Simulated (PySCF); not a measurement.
## Fractional electron number in Ga (gallium, neutral)

The 4p alpha orbital of [Ar] 3d10 4s2 4p1 is emptied in steps (occupation f), with all orbitals relaxed, ending at [Ar] 3d10 4s2. All numbers are calculated (PySCF 2.14, a scalar-relativistic core potential, in aug-cc-pVDZ-PP with ECP10MDF (5s4p3d, 32 functions)). The exact energy is a straight line in f; departures are measured from the line between the end points of the same method.

```json
{"f": "1", "UHF (eV)": "0.000", "LDA (eV)": "0.000", "PBE (eV)": "0.000", "PBE0 (eV)": "0.000", "r2SCAN (eV)": "0.000", "BHandHLYP (eV)": "0.000", "wB97X (eV)": "0.000", "HSE06 (eV)": "0.000", "TPSS (eV)": "0.000"}
{"f": "0.9", "UHF (eV)": "0.025", "LDA (eV)": "-0.280", "PBE (eV)": "-0.272", "PBE0 (eV)": "-0.199", "r2SCAN (eV)": "-0.262", "BHandHLYP (eV)": "-0.135", "wB97X (eV)": "-0.024", "HSE06 (eV)": "-0.235", "TPSS (eV)": "-0.266"}
{"f": "0.7", "UHF (eV)": "0.057", "LDA (eV)": "-0.661", "PBE (eV)": "-0.641", "PBE0 (eV)": "-0.466", "r2SCAN (eV)": "-0.611", "BHandHLYP (eV)": "-0.315", "wB97X (eV)": "-0.058", "HSE06 (eV)": "-0.552", "TPSS (eV)": "-0.624"}
{"f": "0.5", "UHF (eV)": "0.066", "LDA (eV)": "-0.795", "PBE (eV)": "-0.768", "PBE0 (eV)": "-0.554", "r2SCAN (eV)": "-0.722", "BHandHLYP (eV)": "-0.376", "wB97X (eV)": "-0.072", "HSE06 (eV)": "-0.659", "TPSS (eV)": "-0.746"}
{"f": "0.3", "UHF (eV)": "0.054", "LDA (eV)": "-0.672", "PBE (eV)": "-0.647", "PBE0 (eV)": "-0.464", "r2SCAN (eV)": "-0.596", "BHandHLYP (eV)": "-0.316", "wB97X (eV)": "-0.065", "HSE06 (eV)": "-0.553", "TPSS (eV)": "-0.626"}
{"f": "0.1", "UHF (eV)": "0.023", "LDA (eV)": "-0.289", "PBE (eV)": "-0.277", "PBE0 (eV)": "-0.197", "r2SCAN (eV)": "-0.245", "BHandHLYP (eV)": "-0.136", "wB97X (eV)": "-0.030", "HSE06 (eV)": "-0.236", "TPSS (eV)": "-0.266"}
{"f": "0", "UHF (eV)": "0.000", "LDA (eV)": "0.000", "PBE (eV)": "0.000", "PBE0 (eV)": "0.000", "r2SCAN (eV)": "0.000", "BHandHLYP (eV)": "0.000", "wB97X (eV)": "0.000", "HSE06 (eV)": "0.000", "TPSS (eV)": "0.000"}
```

For LDA, how does the orbital energy at f = 1 compare with the removal energy?

−ε = 2.897 eV against a total-energy difference of 5.987 eV. By Janak's theorem ε = ∂E/∂f, so the gap between them reflects the curvature. Along the path −ε is 3.479 (f = 0.9), 4.691 (f = 0.7), 5.953 (f = 0.5), 7.249 (f = 0.3), 8.556 (f = 0.1) eV.

```json
{"method": "UHF", "E(f=0) − E(f=1) (eV)": "5.521", "−ε at f=1 (eV)": "5.801", "−ε at f=0.5 (eV)": "5.514"}
{"method": "LDA", "E(f=0) − E(f=1) (eV)": "5.987", "−ε at f=1 (eV)": "2.897", "−ε at f=0.5 (eV)": "5.953"}
{"method": "PBE", "E(f=0) − E(f=1) (eV)": "5.918", "−ε at f=1 (eV)": "2.909", "−ε at f=0.5 (eV)": "5.901"}
{"method": "PBE0", "E(f=0) − E(f=1) (eV)": "5.946", "−ε at f=1 (eV)": "3.737", "−ε at f=0.5 (eV)": "5.951"}
{"method": "r2SCAN", "E(f=0) − E(f=1) (eV)": "6.068", "−ε at f=1 (eV)": "3.162", "−ε at f=0.5 (eV)": "6.109"}
{"method": "BHandHLYP", "E(f=0) − E(f=1) (eV)": "5.848", "−ε at f=1 (eV)": "4.354", "−ε at f=0.5 (eV)": "5.845"}
{"method": "wB97X", "E(f=0) − E(f=1) (eV)": "5.785", "−ε at f=1 (eV)": "5.524", "−ε at f=0.5 (eV)": "5.765"}
{"method": "HSE06", "E(f=0) − E(f=1) (eV)": "5.953", "−ε at f=1 (eV)": "3.346", "−ε at f=0.5 (eV)": "5.949"}
{"method": "TPSS", "E(f=0) − E(f=1) (eV)": "5.918", "−ε at f=1 (eV)": "2.982", "−ε at f=0.5 (eV)": "5.912"}
```

Reference removal energy between the ground levels: 5.999 eV (measured; NIST Atomic Spectra Database, ionization energies). The calculation has no spin-orbit coupling. UHF lacks correlation.
